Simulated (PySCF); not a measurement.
Si(Cl)3(OH) (Cl3HOSi), SMILES O[Si](Cl)(Cl)Cl. Atoms are numbered in the order given.

```xyz
6

O      0.1069    -1.9015     0.0000
Si     0.0159    -0.2699     0.0000
Cl    -0.9726     0.4182    -1.6513
Cl     1.9239     0.4218     0.0000
Cl    -0.9726     0.4182     1.6513
H     -0.7168    -2.4001     0.0000
```

The structure is a stationary point at PBE0-D3(BJ)/def2-SVP. Other conformers were not sampled.

Two levels are set side by side: PBE/pcSseg-1 (PySCF) and PBE0/pcSseg-1 (PySCF). GIAO shifts against H2O (¹⁷O), HCl (³⁵Cl), TMS (²⁹Si), TMS (¹H) at the same level; non-relativistic, no solvent, atoms listed together averaged. Without spin–orbit terms, shifts of atoms bonded to Cl or Br come out too high at both levels. Differences are taken from unrounded values.

```tsv
quantity	PBE
δ(¹⁷O) of O1 (ppm)	116.8
δ(²⁹Si) of Si2 (ppm)	-6.6
δ(¹H) of H6 (ppm)	3.06
```

### Question
These are the PBE values. What does PBE0 give? (Estimate from the structure and the level; the computed values follow.)

### Answer

| quantity | PBE0 | PBE minus PBE0 |
|---|---|---|
| δ(¹⁷O) of O1 (ppm) | 103.6 | 13.2 |
| δ(²⁹Si) of Si2 (ppm) | -4.8 | -1.9 |
| δ(¹H) of H6 (ppm) | 3.11 | -0.04 |

Rough cost on one machine, each run with all the roots and properties that it gave: PBE0 against PBE within a factor of 2.
